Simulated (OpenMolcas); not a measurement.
A calculation on Xe²⁺.

```json
{"Program": "OpenMolcas", "Method": "CASSCF", "Basis": "ANO-RCC-VTZP [7s6p4d2f1g]", "Scalar Hamiltonian": "DKH2, point nucleus", "Active space": "6 electrons in 4 orbitals (5s 5p)", "State averaging": "2S+1 = 3 even, 3 roots; 2S+1 = 1 even, 6 roots kept (CI in the orbitals of an earlier block); 2S+1 = 3 odd, 3 roots; 2S+1 = 1 odd, 3 roots kept (CI in the orbitals of an earlier block)", "Spin-orbit coupling": "RASSI with atomic mean-field integrals over the reference wave functions, term energies averaged over their components"}
```

Which level of the active space comes out lowest?

5s2 5p4 3P2, with 92 % of that term; it is also the measured ground level.

How high does 5s 5p5 3P* 2 lie?

14.1685 eV above the lowest level; measured 12.1830 eV above the ground level, so the calculation is off by +16 %.

How high does 5s 5p5 3P* 0 lie?

15.4719 eV above the lowest level; measured 13.4317 eV above the ground level, so the calculation is off by +15 %.

How high does 5s2 5p4 1D2 lie?

2.3136 eV above the lowest level; measured 2.1200 eV above the ground level, so the calculation is off by +9 %.

Measured values: Saloman, J. Phys. Chem. Ref. Data 33, 765 (2004).

Terms from blocks run as CI alone lack orbitals of their own. Terms of s pⁿ other than that of highest spin mix with s² pⁿ⁻² d, which this space lacks; all of them can be thousands of cm-1 off, and some have no real level of that name. Measured partners are found by configuration, term and J. A level has none where our copy of the source lacks it or the pairing is in doubt (some pairs that miss far off the trend of their configuration count as doubtful), and it then counts in no deviation. Only configurations of the active space appear.

* marks odd parity.
